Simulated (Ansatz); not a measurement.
Species: H₂GaS₂, SMILES `[SH][Ga][SH]` (H–S–Ga–S torsion -180°, S–Ga–S–H torsion 0°) (charge 0, multiplicity 2).

### Question
Give a relaxed geometry from PBE0-D4/def2-TZVP in Ansatz (a first-principles code).

### Answer
One answer among several that fit: the end point of this relaxation, one of several conformers (outside a Z-matrix the atoms follow the SMILES, hydrogens last).
Cartesian coordinates (Å) in one orientation:
```xyz
5

S      1.372     0.810    -0.602
Ga     0.140    -0.946     0.021
S     -2.071    -0.649     0.097
H      2.537     0.151    -0.491
H     -1.978     0.634    -0.297
```
